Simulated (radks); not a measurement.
The nuclear charge of neutral strontium is varied continuously with 38 electrons held in [Kr] 5s2. All-electron calculation, Dirac Kohn-Sham, PBE, spin-unpolarised, spherical densities, point nucleus. Program: a radial shooting solver on a logarithmic mesh with Libxc functionals. By the Hellmann-Feynman theorem dE/dZ = E(electron-nucleus)/Z, the electronic potential at the nucleus.

| Z | E (hartree) | E(electron-nucleus)/Z (hartree) | HOMO | e(HOMO) (eV) | <r> HOMO (bohr) |
|---|---|---|---|---|---|
| 37.8 | -3139.55571 | -200.489 | 5s1/2 | -2.428 | 4.600 |
| 37.9 | -3159.64064 | -201.209 | 5s1/2 | -2.965 | 4.460 |
| 38 | -3179.79759 | -201.930 | 5s1/2 | -3.526 | 4.333 |
| 38.1 | -3200.02656 | -202.650 | 5s1/2 | -4.111 | 4.218 |
| 38.2 | -3220.32750 | -203.369 | 5s1/2 | -4.719 | 4.112 |
| 38.3 | -3240.70041 | -204.089 | 5s1/2 | -5.348 | 4.014 |
| 38.4 | -3261.14527 | -204.808 | 5s1/2 | -5.999 | 3.923 |
| 38.5 | -3281.66206 | -205.528 | 5s1/2 | -6.670 | 3.839 |

The central difference of E at Z = 38 is -201.930 hartree, to compare with the third column; the second derivative is -7.2 hartree.
